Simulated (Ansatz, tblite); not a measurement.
Cost and result up the ladder for CuF₂ (3 atoms). Total charge 0; doublet. Geometry: PBE-D4/def2-TZVP.

Cartesian coordinates in Å:
```
Cu 0.0000 0.0000 0.0002
F 0.6289 -1.6199 -0.0079
F -0.6289 1.6199 0.0078
```

Ansatz on 4 threads of Arm Neoverse V2 on a shared host; xTB runs through tblite on one thread. Times are rough, summed over both states, and most runs start from the orbitals of an earlier one. CCSD(T)/def2-TZVPP serves as the yardstick here, not as an exact answer. Differences are given only for rows in sets of like size (and for xTB, whose basis is part of the method), since another set adds its own error. The other state is a quartet at its own geometry.

The 6-31G sets use Cartesian d functions. The xTB rows come from tblite. LC-ωPBE has ω = 0.4 bohr⁻¹. B3LYP takes the VWN-RPA correlation. Correlated methods freeze 11 core orbitals. HOMO above LUMO, or a gap near zero within one spin, warns that the state may not be the lowest or that an electron is smeared out. The structure comes from a short search, and lower isomers may exist.

Run but left out: LDA (SPW92)/def2-TZVP (doublet: an occupied level 0.21 eV above an empty one).

Second-order perturbation terms are unreliable where d shells bring near-degenerate states, and here MP2/def2-TZVP lies more than 0.4 eV from the median of the functionals without such a term.

Correlated methods converge slowly with the basis.

xTB has no spin-polarisation term.

```csv
level,functions,wall time,quartet − doublet (eV),difference from CCSD(T)/def2-TZVPP (eV),remarks
GFN1-xTB,17,0.002 s,4.67,-1.40,–
GFN2-xTB,17,0.006 s,7.03,0.95,–
HF/6-31G,47,0.55 s,4.35,–,–
MP2/def2-TZVP,107,2.6 s,6.59,0.52,–
LC-ωPBE/def2-TZVP,107,6.3 s,5.66,-0.42,–
B3LYP-D4/6-31G,47,6.4 s,4.34,–,–
PBE-D4/def2-TZVP,107,7.4 s,4.54,-1.54,gap within one spin near zero (doublet)
CCSD(T)/def2-TZVPP,126,21 s,6.07,0.00,–
B97M-V/def2-TZVP,107,21 s,4.82,-1.25,–
PBE0-D4/def2-TZVP,107,22 s,5.32,-0.75,–
r2SCAN-D4/def2-TZVP,107,25 s,4.58,-1.49,–
r2SCANh-D4/def2-TZVP,107,29 s,4.93,-1.14,–
ωB97M-V/def2-TZVP,107,39 s,5.67,-0.41,–
```
